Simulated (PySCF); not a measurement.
Energy of Pd⁺ (palladium, charge +1) between two integer charges

The 4d beta orbital of [Kr] 4d9 is emptied in steps (occupation f), with all orbitals relaxed, ending at [Kr] 4d8. Calculation: PySCF 2.14, in aug-cc-pVTZ-PP with ECP28MDF (6s6p5d3f2g, 88 functions); scalar relativity through the core potential. The exact energy is a straight line in f; departures are measured from the line between the end points of the same method.

```csv
f,PBE0 (eV),r2SCAN (eV),LC-wPBE (eV)
1,0.000,0.000,0.000
0.9,-0.351,-0.486,-0.093
0.7,-0.826,-1.139,-0.223
0.5,-0.989,-1.360,-0.270
0.3,-0.835,-1.145,-0.230
0.1,-0.360,-0.491,-0.100
0,0.000,0.000,0.000
```

Question: For LC-wPBE, how does the orbital energy at f = 1 compare with the removal energy?

Answer: −ε = 18.338 eV against a total-energy difference of 19.361 eV. By Janak's theorem ε = ∂E/∂f, so the gap between them reflects the curvature. Along the path −ε is 18.519 (f = 0.9), 18.912 (f = 0.7), 19.337 (f = 0.5), 19.782 (f = 0.3), 20.242 (f = 0.1) eV.

| method | E(f=0) − E(f=1) (eV) | −ε at f=1 (eV) | −ε at f=0.5 (eV) |
| --- | --- | --- | --- |
| PBE0 | 19.396 | 15.511 | 19.367 |
| r2SCAN | 19.196 | 13.820 | 19.178 |
| LC-wPBE | 19.361 | 18.338 | 19.337 |

Reference removal energy between the ground levels: 19.43 ± 0.12 eV (semi-empirical (NIST evaluation); NIST Atomic Spectra Database, ionization energies). The calculation has no spin-orbit coupling. The determinant left behind need not be the lowest term of the ion.
